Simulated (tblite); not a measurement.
Run record: tight-binding relaxation, `C=C[P@](=C)(C)C1CCC1`.

Computed with GFN2-xTB geometry optimisation, gas phase (tblite 0.8.0). Start geometry: from a force field or distance geometry. The input is one job of a driver script: a line of settings, then coordinates in Å.

Command:
```bash
OMP_NUM_THREADS=1 python probes_run.py task.json out
```

Input:
```
{"job": {"kind": "relax", "xc": "GFN2-xTB", "basis": "xTB"}, "charge": 0, "multiplicity": 1}
C     -2.215600    -1.145600     1.618700
C     -2.091500     0.047800     1.004000
P     -0.917300     0.359600    -0.195800
C     -1.144200     1.990400    -0.806500
C     -1.142700    -0.599200    -1.638900
C      0.736900     0.420400     0.420000
C      1.427500    -0.919000     0.767300
C      2.757500    -0.287300     0.305400
C      1.908700     0.648800    -0.571400
H     -1.593500    -1.986100     1.368600
H     -2.980800    -1.295300     2.384600
H     -2.763300     0.836100     1.326500
H     -1.772700     2.192600    -1.669700
H     -0.661600     2.842400    -0.308400
H     -0.464200    -0.281900    -2.443800
H     -0.957700    -1.655700    -1.433900
H     -2.160700    -0.509100    -2.030300
H      0.810500     1.116200     1.268000
H      1.097400    -1.764500     0.162400
H      1.395400    -1.212300     1.829900
H      3.427800    -0.950800    -0.232300
H      3.303000     0.222400     1.098500
H      2.273800     1.688100    -0.632300
H      1.715600     0.261900    -1.583100
```

Output:
```
step      E/eV     max force
  0    -738.10052    7.423
  1    -738.91910    2.341
  2    -739.09512    1.626
  3    -739.16479    0.953
  4    -739.23258    0.737
  5    -739.27218    0.690
  6    -739.30652    0.668
  7    -739.35659    0.997
  8    -739.39980    1.016
  9    -739.45621    0.616
... (132 lines left out)
142    -739.79726    0.025
143    -739.79742    0.028
144    -739.79758    0.024
145    -739.79774    0.024
146    -739.79788    0.022
147    -739.79799    0.018
148    -739.79806    0.017
149    -739.79812    0.016
150    -739.79817    0.013
151    -739.79821    0.010
```

«max force» is the largest atomic force in eV/Å.

Task: From which step on does the largest force stay under 0.1 eV/Å, and how much energy is left to gain from there?

Result: From step 114 (0.098 eV/Å), 12.8 meV above the end.

Main results: energy lowered by 39.1 kcal/mol over 151 steps; largest atomic force 0.010 eV/Å at the end.

Task: Give the final coordinates.

Result: 0.798 Å rms from the input after alignment:
```
atom  x, y, z in Å
C1    -2.7830   -1.0469    1.1072
C2    -1.7897   -0.1714    1.1997
P3    -0.8101    0.4831   -0.2030
C4    -1.1265    1.9077   -1.0907
C5    -0.7364   -0.9032   -1.3815
C6     0.8310    0.6644    0.5914
C7     1.5244   -0.6410    1.0096
C8     2.5356   -0.4498   -0.1309
C9     1.9536    0.9425   -0.4168
H10   -2.9669   -1.6060    0.2043
H11   -3.4314   -1.2653    1.9408
H12   -1.6542    0.4032    2.1121
H13   -2.0945    1.8444   -1.5870
H14   -1.0744    2.7895   -0.4535
H15    0.0726   -0.7051   -2.0820
H16   -0.5894   -1.8581   -0.8809
H17   -1.6732   -0.9183   -1.9367
H18    0.7187    1.4097    1.3843
H19    0.9088   -1.5384    0.9564
H20    1.9735   -0.5889    2.0002
H21    2.4050   -1.1535   -0.9508
H22    3.5801   -0.4593    0.1746
H23    2.6092    1.7603   -0.1248
H24    1.6057    1.1203   -1.4342
```
Labels such as C1 count atoms from 1, the log's own numbers from 0.
